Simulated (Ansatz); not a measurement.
Total energies of `N#C[SiH2]CF`.

```tsv
atom	x (Å)	y (Å)	z (Å)
N1	2.6196	-0.5831	-1.2442
C2	1.7462	-0.4963	-0.4983
Si3	0.3064	-0.3280	0.6524
C4	-1.0618	0.5124	-0.3446
F5	-2.1763	0.6714	0.4673
H6	-0.0849	-1.6866	1.0858
H7	0.7395	0.5013	1.7977
H8	-1.3445	-0.0884	-1.2146
H9	-0.7444	1.4972	-0.7015
```

Total charge 0; spin multiplicity 1. The structure was optimised at the PBE0-D4/def2-TZVP level. It is one conformer, not always the lowest. Basis def2-TZVPP, the Gaussian-basis code of Ansatz.

RPA on PBE orbitals: Hartree–Fock energy of these orbitals -520.92449 Eh, correlation -1.40113 Eh (frozen core).

| functional | energy without D4 (Eh) | D4 term (kJ/mol) |
| --- | --- | --- |
| LDA (SPW92) | -519.81145 | – |
| PBE | -522.37552 | -16.0 |
| BLYP | -522.73900 | -35.3 |
| r2SCAN | -522.64165 | -4.0 |
| B97M-V | -522.66943 | – |
| B3LYP | -522.81625 | -25.8 |
| r2SCANh | -522.62631 | -4.2 |
| HSE06 (plane-wave form) | -522.39080 | -12.6 |
| CAM-B3LYP | -522.70777 | -13.7 |
| LC-ωPBE | -522.54696 | – |
| ωB97X-V | -522.67004 | – |
| ωB97M-V | -522.69577 | – |
| B2PLYP | -522.51112 | – |
| PBE-QIDH | -522.29182 | – |

(1) Give the same for revPBE, PBE0, r2SCAN0, BHLYP. (Best estimate.)

B3LYP takes the VWN-RPA correlation (the form of Gaussian; ORCA's B3LYP/G). HSE06 is the plane-wave form, built on full-range PBE exchange. The double hybrids freeze the cores in their second-order part.

## Answers

(1) Computed: 
```json
{"functional": "revPBE", "energy without D4 (Eh)": "-522.65742", "D4 term (kJ/mol)": "-49.2"}
{"functional": "PBE0", "energy without D4 (Eh)": "-522.40856", "D4 term (kJ/mol)": "-13.5"}
{"functional": "r2SCAN0", "energy without D4 (Eh)": "-522.60449", "D4 term (kJ/mol)": "-4.6"}
{"functional": "BHLYP", "energy without D4 (Eh)": "-522.67466", "D4 term (kJ/mol)": "-19.5"}
```

LC-ωPBE has ω = 0.4 bohr⁻¹.
